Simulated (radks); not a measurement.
Question: Radial electron density D(r) = 4 pi r^2 rho(r) of an atom or ion with 12 electrons. Method: non-relativistic Kohn-Sham, LDA (Slater exchange, Perdew-Wang correlation), spin-unpolarised, spherical densities, point nucleus; computed with a radial shooting solver on a logarithmic mesh with Libxc functionals.

r (bohr)  D(r) (e/bohr)
0.003592         0.2576
0.004083         0.3283
0.00464          0.4175
0.005232         0.5220
0.005946         0.6610
0.006758         0.8346
0.007681          1.051
0.00866           1.300
0.009843          1.624
0.01119           2.021
0.01271           2.501
0.01445           3.078
0.01629           3.717
0.01852           4.513
0.02105           5.433
0.02392           6.479
0.02697           7.567
0.03065           8.825
0.03484           10.15
0.0396            11.50
0.045             12.80
0.05074           13.90
0.05767           14.87
0.06555           15.52
0.0745            15.78
0.08399           15.61
0.09546           15.00
0.1085            14.01
0.1233            12.78
0.1402            11.51
0.158             10.49
0.1796            9.802
0.2041            9.692
0.232             10.19
0.2616            11.12
0.2973            12.35
0.3379            13.49
0.384             14.17
0.4365            14.12
0.4921            13.30
0.5593            11.68
0.6357            9.526
0.7225            7.204
0.8146            5.195
0.9259            3.488
1.052             2.348
1.196             1.731
1.359             1.478
1.533             1.395
1.742             1.313
1.98              1.151
2.25             0.9043
2.537            0.6399
2.883            0.3838
3.277            0.1957
3.725           0.08345
4.233           0.02919
4.773          0.008934
5.425          0.001997
6.166         0.0003407

What is the nuclear charge?

Answer: Z = 14. The innermost maximum, from 1s, lies near 1/Z = 0.0714 bohr (found: 0.0751), and its height grows with Z. The density is that of the silicon ion Si2+ in [Ne] 3s2; the configuration itself is not fixed sharply by these data, and Z only to about a unit. D(r) has 2 maxima, at r = 0.0751, 0.406 bohr, and minima at 0.196 bohr, inside which lie 2.20 electrons.
